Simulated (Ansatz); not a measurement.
The molecule SiS, closed-shell singlet (the spin of the measured ground state).

The constants come from a fifth-degree fit in 1/R (seven points, main isotopes). Runs in def2 and cc sets follow the lowest solution found near the PBE0 minimum. The singlet is held restricted.

Correlated levels freeze the cores. CBS(a, b) extrapolates the correlation energy as X⁻³ and adds the Hartree–Fock energy of set b.

Codes used: Ansatz (an electronic-structure program). Each number belongs to the level named beside it.

Quantity: r_e, from seven points a level.

Costs are ratios of core time to PBE/def2-TZVPP (roughly 9 s), for whole runs (searches for the state included, and forces where a run took them) on one shared machine, so rough; each error counts from the measured 1.9293 Å [microwave values compiled in ACS Omega 2, 8373 (2017)].

```csv
level,basis functions,cost,error (Å)
SVWN5/def2-TZVPP,84,×0.9,0.006
PBE/def2-TZVPP,84,×1,0.022
BHLYP/def2-TZVPP,84,×1,-0.012
B2PLYP/def2-TZVPP,84,×1,0.011
r2SCAN/def2-TZVPP,84,×2,0.007
PBE0/def2-TZVPP,84,×2,0.001
CCSD(T)/def2-TZVPP,84,×2,0.015
CCSD(T)/aug-cc-pV(T+d)Z,110,×6,0.018
CCSD(T)/def2-QZVPP,140,×10,0.009
"CCSD(T)/CBS(def2-TZVPP, def2-QZVPP)",-,×10,0.006
CCSD(T)/aug-cc-pV(Q+d)Z,178,×20,0.010
"CCSD(T)/CBS(aug-cc-pV(T+d)Z, aug-cc-pV(Q+d)Z)",-,×30,0.006
```

The cheapest listed level whose error stays within 0.005 Å: PBE0/def2-TZVPP (0.001 Å, cost ×2).

What the step from CCSD(T)/aug-cc-pV(T+d)Z to CCSD(T)/aug-cc-pV(Q+d)Z costs and buys: 110 to 178 functions, cost ×4 (rough); the error goes from 0.018 to 0.010 Å.
